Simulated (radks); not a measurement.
Spherical quantum dot in the effective-mass picture: electrons in a parabolic well V = omega^2 r^2 / 2 with omega = 0.288, all in effective atomic units (hartree* = m*/eps^2 hartree, bohr* = eps/m* bohr), one dielectric constant everywhere. Calculated with a radial shooting solver with Libxc functionals: non-relativistic Kohn-Sham, PBE, spin-polarised, spherical densities. Levels are named by radial order and angular momentum (1s, 1p, 1d, 2s, ...), and open shells are averaged over m.

N = 3, configuration 1s2 1p(up 1, down 0). This is the lowest configuration that the search found. Occupied and some empty levels:

| level | occupation | eigenvalue (hartree*) | <r> (bohr*) |
|---|---|---|---|
| 1s up | 1 | 1.1957 | 2.545 |
| 1s down | 1 | 1.2234 | 2.476 |
| 1p up | 1 | 1.3953 | 3.154 |
| 1p down | 0 | 1.4334 | 3.150 |
| 1d up | 0 | 1.6248 | 3.644 |
| 1d down | 0 | 1.6631 | 3.672 |
| 2s up | 0 | 1.6823 | 3.320 |
| 2s down | 0 | 1.6979 | 3.346 |
| 1f up | 0 | 1.8715 | 4.082 |
| 1f down | 0 | 1.9058 | 4.118 |

Energy (hartree*): total 2.51699, kinetic 0.60296, external 1.0552, Hartree 1.4795, exchange-correlation -0.62066.
